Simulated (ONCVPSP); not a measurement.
Logarithmic derivatives: manganese (Mn), ONCV

- Element: Mn (Z = 25)
- Generator: ONCVPSP 4.0.1
- Type: optimised norm-conserving Vanderbilt (ONCV)
- Functional: LDA (Perdew-Wang 92)
- Relativity: scalar-relativistic
- Frozen core: [Ne]
- Valence charge: 15
- Reference configuration: 3s2 3p6 3d5 4s2
- Partial waves: 3s+4s: rc 1.15 bohr, ncon 4, nbas 8, qcut 11.1 1/bohr, 3 projectors, debl 3.7 Ha; 3p: rc 1.00 bohr, ncon 4, nbas 7, qcut 7.2 1/bohr, 2 projectors, debl 2.6 Ha; 3d: rc 1.75 bohr, ncon 4, nbas 9, qcut 9.4 1/bohr, 2 projectors, debl 3.2 Ha; f scattering state at 0.23 Ha: rc 1.50 bohr, ncon 4, nbas 8, qcut 8.1 1/bohr, 2 projectors, debl 2.3 Ha
- Local potential: polynomial inside 0.75 bohr (lpopt 4, dvloc0 -1 Ha)
- Core correction: Teter function, fcfact 4.5, rcfact 1.15

The phase is arctan(r·R′/R) of the radial function R(r), unwrapped; energies in Ha, scanned from -5 to 5 Ha. A pole is an energy at which the radial function vanishes at the test radius. The pseudo phase is shifted by a multiple of π to meet the all-electron one at the reference energy, and phase errors are pseudo minus all-electron; the curves can meet again beyond the range given. Levels narrower than the energy grid can be missing from the lists of poles.

| channel | radius (bohr) | reference energy (Ha) | poles, all-electron | poles, pseudo | unbroken range about the reference energy with phases within 0.05 rad | phase error 1 Ha above the reference energy (rad) |
| --- | --- | --- | --- | --- | --- | --- |
| s | 1.17 | -0.19 | -1.40 | -1.40 | the whole range | +0.000 |
| p | 1.01 | -2.00 | 1.58 | 1.58 | the whole range | -0.000 |
| d | 1.78 | -0.26 | 0.12 | 0.12 | the whole range | -0.000 |
| f | 1.52 | 0.23 | none | none | the whole range | +0.000 |

Phases in the d channel:

| E (Ha) | all-electron | pseudo |
| --- | --- | --- |
| -4.96 | 1.354 | 1.354 |
| -4.48 | 1.340 | 1.340 |
| -4.00 | 1.323 | 1.323 |
| -3.52 | 1.302 | 1.302 |
| -3.04 | 1.275 | 1.275 |
| -2.56 | 1.238 | 1.238 |
| -2.08 | 1.183 | 1.183 |
| -1.60 | 1.089 | 1.089 |
| -1.12 | 0.878 | 0.878 |
| -0.64 | 0.044 | 0.044 |
| -0.16 | -1.310 | -1.310 |
| 0.32 | -1.684 | -1.684 |
| 0.80 | -1.913 | -1.913 |
| 1.28 | -2.236 | -2.236 |
| 1.76 | -2.965 | -2.965 |
| 2.24 | -3.870 | -3.870 |
| 2.72 | -4.270 | -4.270 |
| 3.20 | -4.446 | -4.446 |
| 3.68 | -4.544 | -4.544 |
| 4.16 | -4.610 | -4.609 |
| 4.64 | -4.659 | -4.658 |
